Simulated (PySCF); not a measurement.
A mixed set of molecules. Level of theory: TDDFT CAM-B3LYP/def2-SVPD, vertical, gas phase, core orbitals frozen in the response in PySCF. Geometries: GFN2-xTB; one conformer of each isolated species. Triplets are in the Tamm–Dancoff approximation. 'Strongest' means the level of largest summed f among the lowest 8 singlets; it needn't be the same kind of state in each.

Question: Rank by computed HOMO energy, lowest first.
A. `O[SiH2][Si@H](Cl)C1CC1`
B. `CO[SiH2][Si@@H](Cl)C=C`
C. `FC[C@@H]1[C@H]2C[C@@H]12`
D. `C[Si@H]1OCC(=O)O1`
E. `C(/F)=C/CC=C`

Answer: D (-9.55 eV), A (-9.23 eV), B (-9.04 eV), C (-8.86 eV), E (-8.72 eV).

```tsv
SMILES	HOMO (eV)	strongest (eV)	gap (eV)	f (S1)	T1 (eV)	S1 mainly
C[Si@H]1OCC(=O)O1	-9.55	8.42	10.49	0.000	5.27	H→L+2 (69%)
O[SiH2][Si@H](Cl)C1CC1	-9.23	7.67	9.32	0.012	5.56	H→L (84%)
C=C[Si@H](Cl)[SiH2]OC	-9.04	6.91	9.28	0.063	4.29	H→L (79%)
FC[C@@H]1[C@H]2C[C@@H]12	-8.86	7.76	10.42	0.007	6.88	H→L (77%)
C=CC/C=C\F	-8.72	6.95	9.72	0.506	4.43	H→L (96%)
```

H and L stand for HOMO and LUMO.

Without π bonds the low states are Rydberg-like; a valence basis with one diffuse set may place them up to an eV too high.
